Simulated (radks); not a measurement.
Problem. The silver ion Ag10+ is in [Kr] 4d1. All-electron calculation, scalar-relativistic Kohn-Sham, LDA (Slater exchange, Perdew-Wang correlation), spin-polarised, spherical densities, finite nucleus; Fermi nuclear charge, rms radius of each element as measured or else 0.836 A^(1/3) + 0.57 fm. Program: a radial shooting solver on a logarithmic mesh with Libxc functionals. Open shells are filled with parallel spins first. One electron is removed from 4s, 3d, 4p, 4d in turn, with full relaxation. Which removal costs least, and what does each cost?

Solution. 4d 189.11 eV; 4p 249.03 eV; 4s 289.29 eV; 3d 584.71 eV. The 4d electron leaves first.
